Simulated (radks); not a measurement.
Gd5+, configuration [Kr] 4d10 4f6 5s2 5p5. Method: Dirac Kohn-Sham, LDA (Slater exchange, Perdew-Wang correlation), spin-unpolarised, spherical densities, finite nucleus; open shells fill j = l - 1/2 first; Fermi nuclear charge, rms radius 5.1569 fm; computed with a radial shooting solver on a logarithmic mesh with Libxc functionals.

Unscreened Slater integrals over Kohn-Sham orbitals (hartree). Large and small components are both included. Empty in this configuration: 4f7/2.

F0(4f5/2,4f5/2): 1.1721
F2(4f5/2,4f5/2): 0.56233
F4(4f5/2,4f5/2): 0.35378
F0(4f5/2,5p3/2): 0.73895
F2(4f5/2,5p3/2): 0.25511
G2(4f5/2,5p3/2): 0.12164
G4(4f5/2,5p3/2): 0.097364
F0(4f5/2,5p1/2): 0.76953
G2(4f5/2,5p1/2): 0.14045
F0(4f5/2,5s1/2): 0.82204
G3(4f5/2,5s1/2): 0.14787
F0(4f5/2,4f7/2): 1.1665
F2(4f5/2,4f7/2): 0.55960
F4(4f5/2,4f7/2): 0.35204
G2(4f5/2,4f7/2): 0.55832
G4(4f5/2,4f7/2): 0.35127
G6(4f5/2,4f7/2): 0.25298
F0(5p3/2,5p3/2): 0.61529
F2(5p3/2,5p3/2): 0.33466
F0(5p3/2,5p1/2): 0.63007
G2(5p3/2,5p1/2): 0.33917
F0(5p3/2,5s1/2): 0.65382
G1(5p3/2,5s1/2): 0.43669
F0(5p3/2,4f7/2): 0.73764
F2(5p3/2,4f7/2): 0.25669
G2(5p3/2,4f7/2): 0.12389
G4(5p3/2,4f7/2): 0.098894
F0(5p1/2,5p1/2): 0.64647
F0(5p1/2,5s1/2): 0.67290
G1(5p1/2,5s1/2): 0.46476
F0(5p1/2,4f7/2): 0.76807
G4(5p1/2,4f7/2): 0.11227
F0(5s1/2,5s1/2): 0.70383
F0(5s1/2,4f7/2): 0.82028
G3(5s1/2,4f7/2): 0.14995
F0(4f7/2,4f7/2): 1.1610
F2(4f7/2,4f7/2): 0.55694
F4(4f7/2,4f7/2): 0.35036
F6(4f7/2,4f7/2): 0.25230
